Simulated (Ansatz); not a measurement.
Two shapes of singlet Li₄H₄.

Shape 1:

```xyz
8

H    -0.9172   -0.9527   -0.8077
Li   -1.0413   -1.0167    1.0826
Li   -0.8339    0.8014   -0.8226
H    -1.0944    0.9456    0.9633
Li    0.7655   -0.9155   -0.9712
H     0.8732   -0.9878    0.9570
H     1.0590    0.9653   -0.8498
Li    0.9711    0.9724    0.9563
```

Shape 2:

```xyz
8

H    -0.9846   -0.9590   -0.9504
Li   -0.9726   -0.8971    0.8790
Li   -0.9161    0.9138   -0.9116
H    -0.9415    0.9456    0.9287
Li    0.9310   -0.9074   -0.9417
H     0.9277   -0.9395    0.9850
H     0.9295    0.9666   -0.9583
Li    0.9154    0.9160    0.8743
```

Basis set: cc-pVDZ (spherical functions). All electrons are correlated. Charge 0, multiplicity 1.

Computed with Ansatz (development build ahead of 0.2.0); each method stands on the lowest determinant of its kind that the runs found.

Problem. Which shape is lower in energy, and by how much in each method?

Solution.

| method | E(2) − E(1) (eV) |
| --- | --- |
| RHF | -0.259 |
| RHF-MP2 | -0.248 |

Shape 2 is lower.
